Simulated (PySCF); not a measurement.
A GIAO shielding run with PySCF 2.14.0 with density-fitted response routines (density fitting, non-relativistic, gas phase) on `CC(C)[Si@H](N)[SiH2]Cl`, C$_{3}$H$_{12}$ClNSi$_{2}$:

```
$ OMP_NUM_THREADS=1 python probes_run.py task.json out

{"job": {"kind": "nmr", "xc": "PBE0", "basis": "pcSseg-1"}, "charge": 0, "multiplicity": 1}
C     -1.315895    -1.135506    -0.988137
C     -0.893179     0.219920    -0.431324
C     -2.050798     0.852364     0.333638
Si     0.662870     0.048721     0.663146
N      1.167582     1.656146     1.035018
Si     2.414054    -0.954273    -0.458433
Cl     4.128094    -0.647675     0.588350
H     -1.569123    -1.818449    -0.179569
H     -2.191306    -1.035181    -1.629146
H     -0.514032    -1.581986    -1.573597
H     -0.661073     0.872417    -1.279313
H     -1.791212     1.852621     0.672371
H     -2.936547     0.929276    -0.296501
H     -2.308352     0.252878     1.204535
H      0.249198    -0.737400     1.853072
H      2.071452     1.800172     1.455756
H      0.509306     2.322979     1.405889
H      2.307843    -2.412162    -0.572450
H      2.711314    -0.475610    -1.810767
```

Hardware: 1 thread of an Arm Neoverse V2, shared host. The job also computes population analyses, field gradients.

Q: How large is the calculation?

A: 82 electrons, 200 basis functions and 1104 auxiliary functions.

Q: How long does it take, and how much memory does it need?

A: 35 s of wall time, with 12 SCF cycles and 4 response iterations; peak memory 0.9 GiB. Times on a shared host scatter by some tens of per cent.
